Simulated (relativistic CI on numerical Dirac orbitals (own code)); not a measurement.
# Ar XVII: what numerical and physical settings do to a radial Dirac CI calculation

Reference input:

```
atom Ar  Z=18  charge=16  electrons=2
nucleus A=40  rms_radius_fm=3.4274
hamiltonian dirac-coulomb  breit=on  qed=on  c_scale=1
orbitals kli  potential=per-configuration
slater_scale 1
correlation none
mixing on
grid step=0.0125 r_max=6.2
scf mixing=0.4 start=green max_iterations=150 tolerance=2e-08 node_fill=0.05
configurations
  1s2
  1s 2s
end
```

Computed lowest total energy -314.04551 Ha, first excitation 25026384.7 cm⁻¹, 14 SCF steps. Runs with settings changed; * marks those that are bad on purpose (the QED terms keep the true α when c is scaled):

| Changed | Outcome | Lowest level | ΔE (Ha) | First excitation (cm⁻¹) | SCF steps | Message |
| --- | --- | --- | --- | --- | --- | --- |
| Slater scale 1.2 | converged | 1s2 1S_0 | 2.24e-08 | 25018222.3 | 14 |  |
| node fill of the KLI weights 0.2, end of the grid at 9.3 bohr | converged | 1s2 1S_0 | -1.02e-10 | 25026536.3 | 14 |  |
| SCF mixing 0.9 | converged | 1s2 1S_0 | 1.31e-12 | 25026384.7 | 12 |  |
| speed of light × 0.05 * | not converged |  |  |  | 1 | SCF of 1s2 stopped: an orbital could not be found |
| SCF tolerance 0.01 * | converged | 1s2 1S_0 | -4.84e-05 | 25026401.0 | 6 |  |
